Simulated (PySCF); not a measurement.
UHF on S⁺ (sulfur, charge +1)

Configuration: [Ne] 3s2 3p3, high-spin 4S determinant. Computed with PySCF 2.14 in cc-pVTZ-DK (5s4p2d1f, 34 functions), with the spin-free X2C one-electron Hamiltonian (Gaussian nucleus).

```
Total energy                        : -398.251507 hartree
One-electron energy                 : -544.4056 hartree
Hartree (Coulomb) energy            : 171.0548 hartree
Exchange energy                     : -24.9007 hartree
⟨S²⟩                                : 3.7507
⟨L²⟩                                : 0.000
Sum of ⟨r⟩                          : 12.74 bohr
Sum of ⟨r²⟩                         : 20.78 bohr²
Langevin diamagnetic susceptibility : -16.5 ×10⁻⁶ cm³/mol
Time after the integrals            : 0.07 s of wall time on 1 thread of Neoverse-V1 (shared host)
```

```
shell  electrons  mean orbital energy (hartree)  rms radius, mean of both spins (bohr)
 1s α          1                      -92.73844                                  0.112
 1s β          1                      -92.70825                                  0.112
 2s α          1                       -9.49315                                  0.516
 2s β          1                       -9.46130                                  0.516
 2p α          3                       -7.13191                                  0.491
 2p β          3                       -7.07478                                  0.491
 3s α          1                       -1.41746                                   1.78
 3s β          1                       -1.07308                                   1.78
 3p α          3                       -0.86189                                   2.03
```

Densities and radii are taken from the X2C orbitals without a picture-change correction, which distorts them close to the nucleus.
